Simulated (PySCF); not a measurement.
Cl2CrO2 (SMILES [O]=[Cr](=[O])([Cl])[Cl]), singlet, geometry from GFN2-xTB (such geometries of metal compounds can be far from the true shape), with bond 2-1 at 2.4 times its length; CASSCF(6,6)/STO-3G in PySCF.

PySCF was given this input:
```python
from pyscf import gto, scf, mcscf
import numpy

mol = gto.Mole()
mol.atom = '''
    Cr    0.359459   -0.066258    0.121199
    O     2.969196   -1.353095   -2.200333
    O     0.770905    0.193648    1.593866
    Cl   -0.363768    1.672694   -0.646523
    Cl   -1.187352   -1.386780    0.123533
'''
mol.basis = 'sto-3g'
mol.charge = 0
mol.spin = 0
mol.verbose = 4
mol.build()

mf = scf.RHF(mol)
mf.kernel()
mc = mcscf.CASSCF(mf, 6, 6)
mc.fix_spin_(ss=0.0)
mc.kernel()
occ = numpy.linalg.eigvalsh(mc.fcisolver.make_rdm1(mc.ci, mc.ncas, mc.nelecas))[::-1]
ss = mc.fcisolver.spin_square(mc.ci, mc.ncas, mc.nelecas)[0]
print('natural occupations', occ.round(4), ' <S^2>', round(ss, 4))
```

Question: What does PySCF print? Leave out banner, timings and long lists.

Answer: 
```
PySCF version 2.14.0

[INPUT] verbose = 4
[INPUT] num. atoms = 5
[INPUT] num. electrons = 74
[INPUT] charge = 0
[INPUT] spin (= nelec alpha-beta = 2S) = 0
[INPUT] symmetry False subgroup None
[INPUT] Mole.unit = angstrom
[INPUT] Symbol           X                Y                Z      unit          X                Y                Z       unit  Magmom
[...]
nuclear repulsion = 438.914089806895
number of shells = 24
number of NR pGTOs = 138
number of NR cGTOs = 46
basis = sto-3g
ecp = {}

******** <class 'pyscf.scf.hf.RHF'> ********
method = RHF
initial guess = minao
damping factor = 0
level_shift factor = 0
DIIS = <class 'pyscf.scf.diis.CDIIS'>
diis_start_cycle = 1
diis_space = 8
diis_damp = 0
SCF conv_tol = 1e-09
SCF conv_tol_grad = None
SCF max_cycles = 50
direct_scf = True
direct_scf_tol = 1e-13
Set gradient conv threshold to 3.16228e-05
Initial guess from minao.
init E= -2086.96146583721
[...]
cycle= 1 E= -2085.8509963484  delta_E= 1.11  |g|= 2.08  |ddm|= 3.46
[...]
cycle= 2 E= -2061.6542557992  delta_E= 24.2  |g|= 4.18  |ddm|= 7.19
[...]
cycle= 3 E= -2086.45960280288  delta_E= -24.8  |g|= 1.68  |ddm|=  6.9
[...]
cycle= 4 E= -2080.38289768203  delta_E= 6.08  |g|=  2.8  |ddm|= 5.15
[...]
cycle= 5 E= -2086.78379291629  delta_E= -6.4  |g|= 1.42  |ddm|= 5.12
[...]
cycle= 6 E= -2080.28276463536  delta_E=  6.5  |g|= 2.66  |ddm|=  5.2
[...]
cycle= 7 E= -2080.44728510414  delta_E= -0.165  |g|= 2.76  |ddm|= 0.188
[...]
cycle= 8 E= -2080.20569793094  delta_E= 0.242  |g|=  2.7  |ddm|= 0.238
[...]
cycle= 9 E= -2080.18806949651  delta_E= 0.0176  |g|=  2.7  |ddm|= 0.0509
[...]
cycle= 10 E= -2080.10656415048  delta_E= 0.0815  |g|= 2.65  |ddm|= 0.144
[...]
cycle= 11 E= -2080.07056685627  delta_E= 0.036  |g|= 2.65  |ddm|= 0.0436
[...]
cycle= 12 E= -2087.08025172996  delta_E= -7.01  |g|= 1.08  |ddm|= 5.23
[...]
cycle= 13 E= -2080.27680087276  delta_E=  6.8  |g|=  2.4  |ddm|= 5.23
[...]
cycle= 14 E= -2082.16262582233  delta_E= -1.89  |g|= 3.79  |ddm|= 1.58
[...]
cycle= 15 E= -2080.29876684248  delta_E= 1.86  |g|=    3  |ddm|= 1.06
[...]
cycle= 16 E= -2080.21668045679  delta_E= 0.0821  |g|= 2.91  |ddm|= 0.389
[...]
cycle= 17 E= -2087.42095577462  delta_E= -7.2  |g|= 1.17  |ddm|= 5.01
[...]
cycle= 18 E= -2087.28510717202  delta_E= 0.136  |g|= 1.21  |ddm|= 0.256
[...]
cycle= 19 E= -2079.11428353697  delta_E= 8.17  |g|= 3.04  |ddm|= 5.19
[...]
cycle= 20 E= -2079.38863857847  delta_E= -0.274  |g|= 2.93  |ddm|= 0.374
[...]
cycle= 21 E= -2087.09980042282  delta_E= -7.71  |g|= 1.26  |ddm|= 5.25
[...]
cycle= 22 E= -2083.99106250991  delta_E= 3.11  |g|= 3.98  |ddm|= 4.51
[...]
cycle= 23 E= -2080.70139387851  delta_E= 3.29  |g|= 3.28  |ddm|= 1.54
[...]
cycle= 24 E= -2080.43029757878  delta_E= 0.271  |g|= 3.18  |ddm|= 0.451
[...]
cycle= 25 E= -2080.88351239057  delta_E= -0.453  |g|= 3.28  |ddm|= 0.433
[...]
cycle= 26 E= -2081.55995291235  delta_E= -0.676  |g|=  3.4  |ddm|= 0.694
[...]
cycle= 27 E= -2088.22337373244  delta_E= -6.66  |g|= 1.02  |ddm|= 4.32
[...]
cycle= 28 E= -2088.65847176637  delta_E= -0.435  |g|= 0.66  |ddm|= 1.71
[...]
cycle= 29 E= -2089.02854831896  delta_E= -0.37  |g|= 0.293  |ddm|= 1.56
[...]
cycle= 30 E= -2089.09246743602  delta_E= -0.0639  |g|= 0.074  |ddm|= 0.722
[...]
cycle= 31 E= -2089.09866054304  delta_E= -0.00619  |g|= 0.0585  |ddm|= 0.191
[...]
cycle= 32 E= -2089.10284046804  delta_E= -0.00418  |g|= 0.0395  |ddm|= 0.143
[...]
cycle= 33 E= -2089.10763700973  delta_E= -0.0048  |g|= 0.0313  |ddm|= 0.259
[...]
cycle= 34 E= -2089.10995736023  delta_E= -0.00232  |g|= 0.0205  |ddm|= 0.158
[...]
cycle= 35 E= -2089.11178624268  delta_E= -0.00183  |g|= 0.0193  |ddm|= 0.185
[...]
cycle= 36 E= -2089.11311095847  delta_E= -0.00132  |g|= 0.00993  |ddm|= 0.192
[...]
cycle= 37 E= -2089.11353408575  delta_E= -0.000423  |g|= 0.00541  |ddm|= 0.112
[...]
cycle= 38 E= -2089.11365733876  delta_E= -0.000123  |g|= 0.00357  |ddm|= 0.0617
[...]
cycle= 39 E= -2089.11370264171  delta_E= -4.53e-05  |g|= 0.00225  |ddm|= 0.0327
[...]
[...]
SCF not converged.
CASCI E = -2089.11801950454  S^2 = 0.0000000
[...]
macro iter  18 ( 21 JK    4 micro), CASSCF E = -2089.24139732851  dE = -7.58313595e-04  S^2 = 0.0000000
               |grad[o]|=0.00484  |grad[c]|=0.0111  |ddm|=0.00708  |maxRot[o]|=0.241
macro iter  19 ( 21 JK    4 micro), CASSCF E = -2089.24272534027  dE = -1.32801176e-03  S^2 = 0.0000000
               |grad[o]|=0.00508  |grad[c]|=0.0126  |ddm|=0.0118  |maxRot[o]|=0.157
macro iter  20 ( 21 JK    4 micro), CASSCF E = -2089.24409526471  dE = -1.36992444e-03  S^2 = 0.0000000
               |grad[o]|=0.00704  |grad[c]|=0.017  |ddm|=0.0317  |maxRot[o]|=0.159
macro iter  21 ( 21 JK    4 micro), CASSCF E = -2089.24608587092  dE = -1.99060621e-03  S^2 = 0.0000000
               |grad[o]|=0.00884  |grad[c]|=0.0185  |ddm|=0.033  |maxRot[o]|=0.161
macro iter  22 ( 21 JK    4 micro), CASSCF E = -2089.24794468081  dE = -1.85880990e-03  S^2 = 0.0000000
               |grad[o]|=0.0112  |grad[c]|=0.0205  |ddm|=0.0393  |maxRot[o]|=0.152
macro iter  23 ( 21 JK    4 micro), CASSCF E = -2089.24926273387  dE = -1.31805305e-03  S^2 = 0.0000000
               |grad[o]|=0.0122  |grad[c]|=0.0199  |ddm|=0.039  |maxRot[o]|=0.0994
macro iter  24 ( 21 JK    4 micro), CASSCF E = -2089.25108638188  dE = -1.82364801e-03  S^2 = 0.0000000
               |grad[o]|=0.0113  |grad[c]|=0.0136  |ddm|=0.0234  |maxRot[o]|=0.183
macro iter  25 ( 21 JK    4 micro), CASSCF E = -2089.25261355273  dE = -1.52717085e-03  S^2 = 0.0000000
               |grad[o]|=0.0109  |grad[c]|=0.0262  |ddm|= 0.04  |maxRot[o]|= 0.25
macro iter  26 ( 21 JK    4 micro), CASSCF E = -2089.25483018052  dE = -2.21662779e-03  S^2 = 0.0000000
               |grad[o]|=0.0111  |grad[c]|=0.0142  |ddm|=0.0293  |maxRot[o]|=0.257
macro iter  27 ( 21 JK    4 micro), CASSCF E = -2089.25724101062  dE = -2.41083010e-03  S^2 = 0.0000000
               |grad[o]|=0.0104  |grad[c]|=0.0149  |ddm|=0.0293  |maxRot[o]|=0.216
macro iter  28 ( 21 JK    4 micro), CASSCF E = -2089.26165921215  dE = -4.41820153e-03  S^2 = 0.0000000
               |grad[o]|=0.00857  |grad[c]|=0.0562  |ddm|=0.0269  |maxRot[o]|=0.292
macro iter  29 ( 21 JK    4 micro), CASSCF E = -2089.26765746562  dE = -5.99825347e-03  S^2 = 0.0000000
               |grad[o]|=0.0177  |grad[c]|=0.0246  |ddm|=0.0488  |maxRot[o]|=0.169
macro iter  30 ( 21 JK    4 micro), CASSCF E = -2089.27946533160  dE = -1.18078660e-02  S^2 = 0.0000000
               |grad[o]|=0.0262  |grad[c]|=0.0523  |ddm|=0.0482  |maxRot[o]|=0.149
macro iter  31 ( 21 JK    4 micro), CASSCF E = -2089.29322436792  dE = -1.37590363e-02  S^2 = 0.0000000
               |grad[o]|=0.0416  |grad[c]|=0.0503  |ddm|=0.0703  |maxRot[o]|= 0.17
macro iter  32 ( 21 JK    4 micro), CASSCF E = -2089.30620386672  dE = -1.29794988e-02  S^2 = 0.0000000
               |grad[o]|=0.0512  |grad[c]|=0.0333  |ddm|=0.128  |maxRot[o]|= 0.14
macro iter  33 ( 20 JK    4 micro), CASSCF E = -2089.30809429377  dE = -1.89042705e-03  S^2 = 0.0000000
               |grad[o]|=0.022  |grad[c]|=0.00706  |ddm|=0.0446  |maxRot[o]|=0.0554
macro iter  34 ( 21 JK    4 micro), CASSCF E = -2089.30816338845  dE = -6.90946822e-05  S^2 = 0.0000000
               |grad[o]|=0.00409  |grad[c]|=0.000507  |ddm|=0.00208  |maxRot[o]|=0.0115
macro iter  35 ( 13 JK    2 micro), CASSCF E = -2089.30816363816  dE = -2.49715413e-07  S^2 = 0.0000000
               |grad[o]|=0.00021  |grad[c]|=8.18e-05  |ddm|=0.000232  |maxRot[o]|=0.00282
macro iter  36 (  3 JK    1 micro), CASSCF E = -2089.30816364054  dE = -2.37287168e-09  S^2 = 0.0000000
               |grad[o]|=4.55e-05  |grad[c]|=3.71e-05  |ddm|=4.25e-05  |maxRot[o]|=4.62e-05
1-step CASSCF converged in  36 macro (720 JK 138 micro) steps
CASSCF canonicalization
Density matrix diagonal elements [1.88789675 1.89626259 1.87787777 0.10746916 0.13293333 0.09756039]
CASSCF energy = -2089.30816364054
CASCI E = -2089.30816364054  E(CI) = -11.9540446929941  S^2 = 0.0000000
natural occupations [1.9211 1.9085 1.8975 0.1026 0.0914 0.079 ]  <S^2> 0.0
```

The run did not converge; its last values are not results.
